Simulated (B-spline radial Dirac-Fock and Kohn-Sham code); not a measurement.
## Auger parameter of technetium: the L3 level and its strongest L3-MM line

Calculated with a radial atomic solver, using relaxed Dirac-Fock hole states (ΔSCF) with Breit and QED corrections and a finite nucleus. The modified Auger parameter α′ is the binding energy plus the kinetic energy of the Auger electron; it does not depend on the energy zero. For free ions it tends to fall with charge, since less charge screens the final holes.

```
            species      configuration  binding 2p3/2 (eV)  Auger line  kinetic (eV)  α′ (eV)
               Tc⁴⁺           [Kr] 4d3              2742.5    M4M5 J=4        2060.4   4802.9
               Tc⁴⁺       [Kr] 4d2 5s1              2749.3    M4M5 J=4        2053.6   4803.0
               Tc⁴⁺       [Kr] 4d1 5s2              2756.5    M4M5 J=4        2046.7   4803.3
Tc⁴⁺ (Watson 2.4 Å)           [Kr] 4d3              2718.5    M4M5 J=4        2084.4   4802.9
  Tc⁴⁺ (Watson 3 Å)           [Kr] 4d3              2723.3    M4M5 J=4        2079.6   4802.9
               Tc⁵⁺           [Kr] 4d2              2762.1    M4M5 J=4        2040.2   4802.3
Tc⁵⁺ (Watson 2.4 Å)           [Kr] 4d2              2732.1    M4M5 J=4        2070.2   4802.3
Tc⁵⁺ (Watson 2.7 Å)           [Kr] 4d2              2735.5    M4M5 J=4        2066.9   4802.3
               Tc⁶⁺           [Kr] 4d1              2783.3    M4M5 J=4        2018.9   4802.2
Tc⁶⁺ (Watson 1.6 Å)           [Kr] 4d1              2729.3    M4M5 J=4        2072.9   4802.2
Tc⁶⁺ (Watson 1.8 Å)           [Kr] 4d1              2735.3    M4M5 J=4        2066.9   4802.2
               Tc⁷⁺  [Ar] 3d10 4s2 4p6              2805.9    M4M5 J=4        1996.7   4802.5
Tc⁷⁺ (Watson 1.6 Å)  [Ar] 3d10 4s2 4p6              2742.9    M4M5 J=4        2059.7   4802.5
  Tc⁷⁺ (Watson 2 Å)  [Ar] 3d10 4s2 4p6              2755.5    M4M5 J=4        2047.1   4802.5
```
